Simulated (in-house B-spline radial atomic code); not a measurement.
Spin-orbit splittings of orbital energies (j = l + 1/2 less j = l - 1/2) and ratios of mean radii (lower j over upper j) along the 9-electron series, configuration [He] 2s2 2p5. Computed with a radial B-spline atomic code at the basis-set limit: Dirac-Hartree-Fock, average of the configuration, finite nuclei.

| ion | Z | splitting of 2p (eV) | radius ratio of 2p |
| --- | --- | --- | --- |
| Mo33+ | 42 | 114.03 | 0.96822 |
| Tc34+ | 43 | 126.47 | 0.96662 |
| Ru35+ | 44 | 139.93 | 0.96498 |
| Rh36+ | 45 | 154.47 | 0.96329 |
| Pd37+ | 46 | ? | ? |
| Ag38+ | 47 | 187.04 | 0.95978 |
| Cd39+ | 48 | 205.2 | 0.95797 |
| In40+ | 49 | 224.71 | 0.9561 |
| Sn41+ | 50 | 245.63 | 0.95419 |
| Sb42+ | 51 | 268.04 | 0.95223 |
| Te43+ | 52 | 292.03 | 0.95023 |
| I44+ | 53 | 317.66 | 0.94817 |
| Xe45+ | 54 | 345.03 | 0.94607 |
| Cs46+ | 55 | 374.22 | 0.94392 |
| Ba47+ | 56 | ? | ? |
| La48+ | 57 | ? | ? |
| Ce49+ | 58 | 473.65 | 0.93718 |
| Pr50+ | 59 | 511.08 | 0.93483 |
| Nd51+ | 60 | 550.82 | 0.93243 |
| Pm52+ | 61 | 592.99 | 0.92997 |

Fill in the row of Pd37+.

splitting of 2p (eV): 170.15; radius ratio of 2p: 0.96156.

Fill in the row of Ba47+.

splitting of 2p (eV): 405.32; radius ratio of 2p: 0.94172.

Fill in the row of La48+.

splitting of 2p (eV): 438.43; radius ratio of 2p: 0.93948.

With what power of Z does the column «splitting of 2p (eV)» change over this range?

A fit of the logarithm of its size against log Z from Z = 42 to 61 has slope 4.42. An unscreened hydrogenic electron would give 4 at low Z; screening makes the apparent power larger near the neutral end, and relativity raises it again at high Z.
